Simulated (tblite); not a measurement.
Species: C3H4F3NO.
SMILES with atom numbers: `[CH2:1]=[N:2][CH2:3][O:4][C:5]([F:6])([F:7])[F:8]` (hydrogens: H9, H10 on C1; H11, H12 on C3)

Structure used (GFN2-xTB), in Å, numbered top down from 1:
```
atom  x, y, z in Å
C1     1.8026    0.3310    0.6869
N2     1.3314   -0.7963    0.4116
C3     0.2324   -1.0243   -0.4284
O4    -0.4555    0.1497   -0.9583
C5    -1.4690    0.5942   -0.2496
F6    -1.9777    1.6796   -0.8207
F7    -1.1589    0.9315    1.0176
F8    -2.4743   -0.2958   -0.1323
H9     2.6585    0.3646    1.3434
H10    1.4158    1.2809    0.3170
H11   -0.4863   -1.6575    0.1042
H12    0.5822   -1.5583   -1.3175
```

Computed with GFN2-xTB (tblite): harmonic, unscaled wavenumbers at the GFN2-xTB geometry, gas phase. This tight-binding method is rough: wavenumbers can miss measured ones by several per cent, in bad cases by 10 to 20. One conformer, not necessarily the lowest.

Harmonic wavenumbers (cm⁻¹): 45.3, 87.7, 164.6, 225.7, 250.8, 384.1, 396.1, 498.6, 548.8, 581.3, 629.1, 653.7, 806.1, 932.3, 987.6, 999.9, 1009.4, 1016.7, 1113.4, 1145.3, 1183.9, 1242.7, 1304.7, 1402.1, 1419.2, 1766.8, 2928.7, 2948.9, 2954.6, 3088.7.

A = 3973, B = 1469, C = 1347 MHz; mass 127.024 u (most abundant isotopes); point group C1, symmetry number 1.

Q: What is the zero-point energy?

A: ½Σν̃ = 16358 cm⁻¹ = 46.77 kcal/mol.

Q: What is S at 350 K and 1 bar for an ideal gas of classical rigid rotors and harmonic oscillators?

A: Translation 41.25, rotation 28.58, vibration 24.01: S = 93.8 cal/(mol K).

Q: And Cp and H(350 K) − H(0)?

A: Cp = 33.06 cal/(mol K), of which vibrations give 25.11 (their classical limit is 30 R = 59.6); H(350 K) − H(0) = 7.20 kcal/mol without the zero-point energy, 4.41 from vibrations.

Q: What must be added to the electronic energy to get the Gibbs energy at 350 K and 1 bar?

A: ZPE + [H(350 K) − H(0)] − T·S = 46.77 + 7.20 − 32.85 = 21.12 kcal/mol.

Q: How do the functions run with temperature in this model?

A: 
```json
{"T (K)": "100", "S (cal/(mol K))": "65.8", "Cp (cal/(mol K))": "15.2", "H − H(0) (kcal/mol)": "1.14", "G − H(0) (kcal/mol)": "-5.44", "ln q(vib)": "1.24"}
{"T (K)": "200", "S (cal/(mol K))": "78.5", "Cp (cal/(mol K))": "22.4", "H − H(0) (kcal/mol)": "3.02", "G − H(0) (kcal/mol)": "-12.69", "ln q(vib)": "3.02"}
{"T (K)": "300", "S (cal/(mol K))": "89.0", "Cp (cal/(mol K))": "29.7", "H − H(0) (kcal/mol)": "5.63", "G − H(0) (kcal/mol)": "-21.08", "ln q(vib)": "4.83"}
{"T (K)": "500", "S (cal/(mol K))": "107.1", "Cp (cal/(mol K))": "41.3", "H − H(0) (kcal/mol)": "12.81", "G − H(0) (kcal/mol)": "-40.74", "ln q(vib)": "8.43"}
{"T (K)": "800", "S (cal/(mol K))": "129.0", "Cp (cal/(mol K))": "51.3", "H − H(0) (kcal/mol)": "26.87", "G − H(0) (kcal/mol)": "-76.29", "ln q(vib)": "13.54"}
{"T (K)": "1000", "S (cal/(mol K))": "140.8", "Cp (cal/(mol K))": "55.2", "H − H(0) (kcal/mol)": "37.54", "G − H(0) (kcal/mol)": "-103.30", "ln q(vib)": "16.64"}
```

q(vib) and H(0) count from the zero-point level.

Q: Which modes carry the vibrational entropy at 350 K?

A: 45.3 cm⁻¹: 5.33; 87.7 cm⁻¹: 4.03; 164.6 cm⁻¹: 2.80; 225.7 cm⁻¹: 2.21; 250.8 cm⁻¹: 2.01; 384.1 cm⁻¹: 1.27 cal/(mol K); the other 24 give 6.36 together.

Hindered rotation and anharmonicity are outside this model. Other conformers, if any are populated, would add a mixing term that is left out. The structure is chiral; the term R ln 2 for an equal mix with its mirror image is left out.

Run on one thread of an Arm Neoverse N1, shared host. The figure is for the frequency step alone.
